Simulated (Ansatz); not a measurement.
System: CH₃Si, charge 0, doublet. CH3Si (SMILES C=[SiH], doublet).
B3LYP-D3(BJ)/def2-TZVP minimum from Ansatz (a quantum-chemistry and plane-wave program):
```
C
H 1 1.0812
H 1 1.0862 2 115.98
Si 1 1.7070 2 123.86 3 180.00
H 4 1.4946 1 121.17 2 -180.00
```
Charge 0, spin multiplicity 2.

Total energies in aug-cc-pV(D+d)Z, 11 correlated electrons, 6 frozen orbitals. Open shells are spin-unrestricted; no spin-orbit coupling. Correlated methods leave the cores frozen. No relativity. The UHF reference of CH3Si (C=[SiH], doublet) is spin-contaminated (<S^2> up to 0.44 over the pure value in the sets run).

```
method    program  energy (Eh)  minus CCSDT(Q) (mEh)
--------  -------  -----------  --------------------
HF         Ansatz   -328.45847                266.44
MP2        Ansatz   -328.66776                 57.16
CCSD       Ansatz   -328.71122                 13.70
CCSD(T)    Ansatz   -328.72175                  3.17
CCSDT(Q)   Ansatz   -328.72492                  0.00
```

Rough core times of Ansatz's runs on a shared machine: CCSD(T) under 20 s, CCSDT(Q) 4 min.
